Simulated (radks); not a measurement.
Task: These are the eigenvalues of the occupied orbitals of an atom or ion with whole-number occupations (hartree). Calculated with a radial shooting solver on a logarithmic mesh with Libxc functionals: Dirac Kohn-Sham, Wu-Cohen GGA, spin-unpolarised, spherical densities, point nucleus.

orbital  eigenvalue
1s1/2     -1161.380
2s1/2     -178.0358
2p1/2     -166.8343
2p3/2     -156.7456
3s1/2     -35.42315
3p1/2     -30.81422
3p3/2     -28.93441
3d3/2     -20.79300
3d5/2     -20.39990
4s1/2      -6.02876
4p1/2      -4.44426
4p3/2      -4.08615
4d3/2      -1.55863
4d5/2      -1.50462
5s1/2      -0.55656
5p1/2      -0.23973
5p3/2      -0.21014

Which element is it, and in what charge state? The configuration may be excited. Open shells, if any, are shared by 2j + 1.

Result: Z = 52, tellurium, charge 0: Te in [Kr] 4d10 5s2 5p4. The list shows which subshells hold electrons but not how many an open one holds; the 1s level, -1161.4 hartree, gives Z - s = 48.2 by -(Z - s)^2/2, which with screening and relativity narrows Z to a few neighbours, and the depths of the outer levels then fix element, charge and occupations together.
